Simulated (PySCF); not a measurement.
Compound: CH7BFP.
Numbering: `[F:1][CH2:2][BH2-:3][PH3+:4]` (hydrogens: H5, H6 on C2; H7, H8 on B3; H9, H10, H11 on P4)

Cartesian coordinates in Å at the PBE0-D3(BJ)/def2-SVP level; atoms count from 1:
```
atom  x, y, z in Å
F1    -0.5389   -1.3173    0.0890
C2    -1.3009   -0.1719    0.4044
B3    -0.3885    1.1718    0.3084
P4     1.3811    0.5412   -0.1681
H5    -2.1508   -0.1539   -0.2974
H6    -1.7113   -0.3325    1.4149
H7    -0.6476    1.9447   -0.6047
H8    -0.1828    1.7694    1.3566
H9     2.0528   -0.3377    0.7120
H10    2.3472    1.5670   -0.2952
H11    1.5570   -0.1336   -1.3974
```

Linear response at CAM-B3LYP/def2-SVPD (PySCF, frozen core in the response, non-relativistic).

Static isotropic polarisability: 58.08 au (8.61 Å³), principal values 51.5, 55.3, 67.5 au.

**Question.** What is the polarisability at 1064 nm and at the sodium D line?

**Answer.** 58.58 au at 1064 nm (+0.9 %), 59.75 au at 589.3 nm (+2.9 %). The rise at 589.3 nm is 3.35 times that at 1064 nm; a pure ω² law gives 3.26. The lowest singlet lies at 167 nm, shorter than both wavelengths.

**Question.** What is the isotropic C6 coefficient between two such molecules, C6 = (3/π)∫α(iω)² dω?

**Answer.** 1315 au (Eh·bohr⁶) by a ten-point quadrature over imaginary frequencies, which is 786 eV·Å⁶ or 75.8 J·nm⁶/mol.

**Question.** Which effective excitation energy ω̄ makes London's formula C6 = (3/4)α²ω̄ exact here?

**Answer.** ω̄ = 4·C6/(3α²) = 0.520 Eh = 14.1 eV. A one-pole form α(ω) = α/(1 − ω²/ω̄²) fitted to the 1064 nm value gives 12.6 eV. London's choice of the ionisation energy (10.55 eV, ΔSCF at the same level) gives C6 = 981 au, 25 % too low.

**Question.** What n − 1 at the D line would an ideal gas of it have at 273.15 K and 1 atm (2.6868 × 10¹⁹ cm⁻³), by n − 1 = 2π·N·α′?

**Answer.** 14.95 × 10⁻⁴, a formal value whether or not that pressure can be reached.

**Question.** The lowest 6 singlets have (eV, f): 7.41, 0.001; 7.45, 0.004; 7.91, 0.026; 7.95, 0.021; 8.04, 0.008; 8.05, 0.007. What share of the static polarisability do they carry in the sum over states α = Σ f/ω²?

**Answer.** 0.79 au, 1.4 % of α; the largest term, 0.31 au, is that of the state at 7.91 eV. Their oscillator strengths add up to 0.07. Higher states carry the rest.

**Question.** What molar refraction at the D line follows from R = (4π/3)·N_A·α′, with α′ the polarisability volume?

**Answer.** α′ = 8.85 Å³ gives R = 22.34 cm³/mol, for isolated, non-vibrating species.

**Question.** How anisotropic is the static polarisability, by Δα² = ½[(α1 − α2)² + (α2 − α3)² + (α3 − α1)²]?

**Answer.** Δα = 14.5 au, or 0.25 of the isotropic value.

**Question.** What does −C6/R⁶ come to at R = 8 Å between centres?

**Answer.** -290 J/mol. This is the leading, orientation-averaged term; C8 and higher terms are left out.

One conformer stands for the species.
